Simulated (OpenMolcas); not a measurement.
# Sb³⁺: effect of the basis set

| Property | Result |
| --- | --- |
| Program | OpenMolcas |
| Method | CASSCF |
| Active space | 2 electrons in 4 orbitals (5s 5p) |
| State averaging | 2S+1 = 3 even, 3 roots; 2S+1 = 1 even, 7 roots; 2S+1 = 3 odd, 3 roots; 2S+1 = 1 odd, 3 roots |
| Spin-orbit coupling | RASSI with atomic mean-field integrals over the reference wave functions, term energies averaged over their components |

A. ANO-RCC-VDZP [6s5p3d1f], DKH2, point nucleus; cost roughly 11 core-seconds
B. ANO-R1 [6s5p3d1f], X2C, finite nucleus; cost about 7 core-seconds
C. ANO-RCC-VTZP [7s6p4d2f1g], DKH2, point nucleus; cost roughly 40 core-seconds
D. ANO-R2 [7s6p4d2f1g], X2C, finite nucleus; cost of the order of 13 core-seconds
E. ANO-RCC-VQZP [8s7p5d3f2g], DKH2, point nucleus; cost about 40 core-seconds
F. ANO-R3 [8s7p5d3f2g1h], X2C, finite nucleus; cost of the order of 19 core-seconds

Energies in cm-1 above 5s2 1S0, the measured ground level; measured values from Moore, Atomic Energy Levels, vol. III, NSRDS-NBS 35 (1971 reprint of NBS Circular 467, 1958).

| Level | A | B | C | D | E | F | Measured |
| --- | --- | --- | --- | --- | --- | --- | --- |
| 5s2 1S0 | 0.0 | 0.0 | 0.0 | 0.0 | 0.0 | 0.0 | 0.0 |
| 5s 5p 3P* 0 | 59675 | 59101 | 60094 | 59596 | 59886 | 59806 |  |
| 5s 5p 3P* 1 | 61865 | 61438 | 62284 | 61672 | 61918 | 61870 | 66700 |
| 5s 5p 3P* 2 | 67008 | 66929 | 67352 | 66456 | 66592 | 66637 | 72560 |
| 5s 5p 1P* 1 | 102456 | 103187 | 102823 | 102723 | 102844 | 102965 | 95952 |
| 5p2 3P0 | 149035 | 147383 | 150084 | 148704 | 149595 | 149529 | 152076 |
| 5p2 3P1 | 152541 | 151123 | 153490 | 151859 | 152674 | 152683 | 156388 |
| 5p2 3P2 | 156089 | 154823 | 156980 | 155251 | 156004 | 156070 | 163524 |
| 5p2 1D2 | 166565 | 165444 | 167413 | 165900 | 166554 | 166719 | 155956 |
| 5p2 1S0 | 188131 | 187281 | 189030 | 188285 | 188817 | 189123 |  |

Deviations, from unrounded energies. A percentage is the sum of absolute deviations over the sum of measured energies, with the sign that they share, or ± where signs differ.

```json
{"Against measurement": "mean absolute deviation (cm-1)", "Levels": "7", "A": "6000", "B": "6600", "C": "5600", "D": "6300", "E": "6000", "F": "6000"}
{"Against measurement": "other configurations (%)", "Levels": "7", "A": "±4.8", "B": "±5.4", "C": "±4.6", "D": "±5.1", "E": "±4.9", "F": "±4.9"}
```

C lies closest to measurement on these levels and B furthest from it. The largest miss of C in the table is 5p2 1D2, by +11000 cm-1. The ranking rests on the paired levels alone, and a cruder setting can come out closer through cancelling errors.

Among A to F the level of the table that moves most is 5p2 3P0, by 2700 cm-1 (lowest in B, highest in C).

Some levels mix across a computed gap that differs much from the measured one, so their mixing is not that of the real levels. The ¹D term of p² mixes with s d, which this space lacks. The basis is small and was not contracted for so high a charge (holds for A; B). Measured partners are found by configuration, term and J. A level has none where our copy of the source lacks it or the pairing is in doubt (some pairs that miss far off the trend of their configuration count as doubtful), and it then counts in no deviation. Levels of configurations outside the active space are missing.

* marks odd parity.
